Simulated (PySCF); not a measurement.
**Electronic absorption of C6H10P2**

Species: C6H10P2.
Cartesian coordinates in Å at the GFN2-xTB level; atoms count from 1:
```
atom  x, y, z in Å
C1    -2.0465   -1.0701    1.4672
C2    -1.7456   -0.8531    0.1902
C3    -0.7896    0.1153   -0.2318
C4    -0.2118    0.7273   -1.2504
C5    -0.0914    0.8428   -2.7088
P6     0.3769    1.4153    0.3481
C7     1.9661    0.4156    0.5768
P8     2.0654   -0.5273    2.1763
H9    -2.7772   -1.8006    1.7672
H10   -1.5647   -0.5086    2.2521
H11   -2.2333   -1.4088   -0.6032
H12   -0.7056    0.0906   -3.2037
H13   -0.4093    1.8351   -3.0305
H14    0.9477    0.7147   -3.0135
H15    2.1060   -0.2927   -0.2463
H16    2.8094    1.1156    0.5622
H17    1.4128    0.4351    2.9485
H18    0.8819   -1.2400    1.9881
```

The calculation used PySCF 2.14.0, density-fitted response routines, TDDFT CAM-B3LYP/def2-SVPD, vertical, gas phase, core orbitals frozen in the response.

**Question.** Predict the UV-vis stick spectrum at this level.

**Answer.** 

```csv
state,λ (nm),E (eV),f,"main configurations (H = HOMO, L = LUMO)"
S1,278.3,4.45,0.100,H→L (90%)
S2,244.5,5.07,0.014,"H-1→L (70%), H-3→L (22%)"
S3,229.4,5.40,0.021,"H→L+2 (62%), H→L+1 (12%), H→L+3 (11%)"
S4,218.2,5.68,0.065,"H-2→L (55%), H→L+1 (10%), H-3→L (9%)"
S5,212.9,5.82,0.061,"H→L+1 (39%), H→L+2 (21%), H-2→L (14%)"
S6,204.6,6.06,0.040,"H→L+3 (48%), H→L+1 (29%)"
S7,194.3,6.38,0.109,"H-3→L (50%), H-1→L (17%), H-2→L (13%)"
S8,188.6,6.58,0.115,"H→L+4 (50%), H→L+7 (11%)"
```

Triplets (Tamm–Dancoff): T1 3.00 eV, H→L (73%), H-2→L (12%); T2 4.65 eV, H-2→L (31%), H-1→L (16%), H→L (11%); T3 4.74 eV, H→L+2 (41%), H-1→L (15%), H→L+3 (9%).

The lowest singlet lies at 4.45 eV (278 nm, ultraviolet) and is of moderate strength; its leading configuration is HOMO→LUMO (90%). The strongest level in the table is S8 at 6.58 eV (189 nm, f = 0.115). It is the last of those listed, so stronger ones may follow. Löwdin shares by element: HOMO phosphorus 38%, carbon 26% or more (atoms not listed hold the other 36%); LUMO carbon 78% or more (atoms not listed hold the other 22%). The oscillator strengths of these states sum to 0.526; summed over the whole spectrum of an exact calculation they would give the number of electrons, 76 (Thomas–Reiche–Kuhn). The listed states span 2.12 eV, and the widest gap between neighbours is 0.62 eV (S1 to S2). Weighted by f, the mean energy of these states is 5.81 eV. Singlets were solved by full linear response, triplets in the Tamm–Dancoff approximation.

One conformer stands for the species.
